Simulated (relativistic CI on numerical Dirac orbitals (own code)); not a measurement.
Radial parameters of Pb57+

These numbers are calculated, not measured: Dirac-Coulomb-Breit CI, separate exchange-only KLI orbitals for each configuration, QED by a radiative potential, unscaled Slater integrals (own radial code, finite nucleus).

Slater integrals F^k, G^k are unscaled and averaged over j, outside the closed core [Ne]; ζ comes from projecting the Hamiltonian with its Breit term on Σ l·s of the shell.

- 3s2 3p6 3d7: F^2(3d,3d) = 674160, F^4(3d,3d) = 435310, ζ(3d) = 364740 cm⁻¹; <r>(3d) = 0.1514, <r^2>(3d) = 0.02657 (bohr units).
- 3s2 3p5 3d8: ζ(3p) = 2.8374e+06, F^2(3d,3d) = 673330, F^4(3d,3d) = 434740, F^2(3p,3d) = 585410, G^1(3p,3d) = 624490, G^3(3p,3d) = 416000, ζ(3d) = 362260 cm⁻¹; <r>(3p) = 0.168, <r^2>(3p) = 0.03278, <r>(3d) = 0.1515, <r^2>(3d) = 0.02663 (bohr units).
- 3s2 3p4 3d9: F^2(3p,3p) = 579090, ζ(3p) = 2.8362e+06, F^2(3p,3d) = 585010, G^1(3p,3d) = 624510, G^3(3p,3d) = 415880, ζ(3d) = 359790 cm⁻¹; <r>(3p) = 0.1681, <r^2>(3p) = 0.03282, <r>(3d) = 0.1517, <r^2>(3d) = 0.02669 (bohr units).

Question: Give the Racah parameters of the d shell in 3s2 3p6 3d7.

Answer: B = F²/49 − 5F⁴/441 = 8823 cm⁻¹ and C = 35F⁴/441 = 34548 cm⁻¹.

Averages of the first 10 configurations, taken without configuration mixing, which lowers the lowest level and can move excited configurations by several eV; other configurations of the list can lie among them:

| Configuration | Parity | States | Average energy above the lowest level (eV) |
| --- | --- | --- | --- |
| 3s2 3p6 3d7 | even | 120 | 149.7 |
| 3s2 3p5 3d8 | odd | 270 | 804.7 |
| 3s2 3p4 3d9 | even | 150 | 1469.1 |
| 3s 3p6 3d8 | even | 90 | 1434.6 |
| 3p6 3d9 | even | 10 | 2732.1 |
| 3s 3p5 3d9 | odd | 120 | 2087.7 |
| 3s2 3p6 3d6 4s | even | 420 | 2418.4 |
| 3s2 3p6 3d6 4p | odd | 1260 | 2657.9 |
| 3s2 3p4 3d8 4s | even | 1350 | 3716.0 |
| 3s2 3p6 3d6 4d | even | 2100 | 2908.6 |
